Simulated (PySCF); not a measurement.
SMILES [NH3+]C(C)C (C3H10N (cation, charge +1)), singlet (PBE0/def2-SVP optimised geometry):

```
14

C      0.574    -1.362    -1.261
C      0.170     0.097    -1.217
C      0.663     0.852     0.000
N     -1.347     0.181    -1.257
H      0.244    -1.904    -0.361
H      0.188    -1.877    -2.154
H      1.671    -1.428    -1.298
H      0.493     0.609    -2.137
H      0.339     1.904     0.000
H      1.762     0.852     0.000
H      0.335     0.374     0.937
H     -1.762    -0.273    -0.431
H     -1.735    -0.287    -2.087
H     -1.677     1.155    -1.265
```

Level of theory: PBE0/def2-TZVP (PySCF).

Q: What are the frontier orbital energies?

A: HOMO-2 -15.62 eV, HOMO-1 -14.94 eV, HOMO -14.83 eV, LUMO -4.80 eV, LUMO+1 -3.16 eV.

On the same geometry PySCF with PBE/def2-TZVP gives HOMO-2 -14.10 eV, HOMO-1 -13.50 eV, HOMO -13.40 eV, LUMO -5.69 eV, LUMO+1 -4.11 eV.

Meta-Löwdin charges at PBE0/def2-TZVP: C1 -0.36, C2 0.04, C3 -0.36, N4 -0.22, H5 0.13, H6 0.13, H7 0.16, H8 0.14, H9 0.13, H10 0.16, H11 0.13, H12 0.30, H13 0.30, H14 0.30.
